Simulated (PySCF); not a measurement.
C3H7GeN, SMILES N#CC[CH2][GeH3], singlet, GFN2-xTB optimised geometry.

```
12

N      2.10    -0.67     0.00
C      0.96    -0.70     0.00
C     -0.48    -0.70     0.00
C     -1.01     0.73     0.00
Ge    -0.45     1.76    -1.60
H     -0.83    -1.25     0.88
H     -0.82    -1.24    -0.89
H     -0.66     1.25     0.90
H     -2.10     0.71     0.05
H      1.03     1.90    -1.69
H     -1.06     3.12    -1.57
H     -0.93     1.07    -2.84
```

Density from B3LYP/def2-TZVP run with PySCF 2.14.0 at that geometry.

Minimum of the electron density along straight lines between bonded atoms, close to the bond critical point (lines longer than 1.1 times the sum of covalent radii, or with two minima, are not listed):

```json
[
 {"bond": "N1–C2", "length / Å": "1.143", "ρ at the minimum / e bohr⁻³": "0.507", "∇²ρ there / e bohr⁻⁵": "-0.11", "position (fraction from the first atom)": "0.65"},
 {"bond": "C2–C3", "length / Å": "1.440", "ρ at the minimum / e bohr⁻³": "0.281", "∇²ρ there / e bohr⁻⁵": "-0.81", "position (fraction from the first atom)": "0.55"},
 {"bond": "C3–C4", "length / Å": "1.532", "ρ at the minimum / e bohr⁻³": "0.240", "∇²ρ there / e bohr⁻⁵": "-0.58", "position (fraction from the first atom)": "0.51"},
 {"bond": "C4–Ge5", "length / Å": "1.980", "ρ at the minimum / e bohr⁻³": "0.123", "∇²ρ there / e bohr⁻⁵": "0.08", "position (fraction from the first atom)": "0.53"},
 {"bond": "C3–H6", "length / Å": "1.095", "ρ at the minimum / e bohr⁻³": "0.279", "∇²ρ there / e bohr⁻⁵": "-0.96", "position (fraction from the first atom)": "0.65"},
 {"bond": "C3–H7", "length / Å": "1.095", "ρ at the minimum / e bohr⁻³": "0.280", "∇²ρ there / e bohr⁻⁵": "-0.97", "position (fraction from the first atom)": "0.65"},
 {"bond": "C4–H8", "length / Å": "1.092", "ρ at the minimum / e bohr⁻³": "0.279", "∇²ρ there / e bohr⁻⁵": "-0.95", "position (fraction from the first atom)": "0.64"},
 {"bond": "C4–H9", "length / Å": "1.092", "ρ at the minimum / e bohr⁻³": "0.278", "∇²ρ there / e bohr⁻⁵": "-0.94", "position (fraction from the first atom)": "0.64"},
 {"bond": "Ge5–H10", "length / Å": "1.488", "ρ at the minimum / e bohr⁻³": "0.145", "∇²ρ there / e bohr⁻⁵": "0.09", "position (fraction from the first atom)": "0.60"},
 {"bond": "Ge5–H11", "length / Å": "1.494", "ρ at the minimum / e bohr⁻³": "0.143", "∇²ρ there / e bohr⁻⁵": "0.09", "position (fraction from the first atom)": "0.60"},
 {"bond": "Ge5–H12", "length / Å": "1.496", "ρ at the minimum / e bohr⁻³": "0.142", "∇²ρ there / e bohr⁻⁵": "0.10", "position (fraction from the first atom)": "0.60"}
]
```
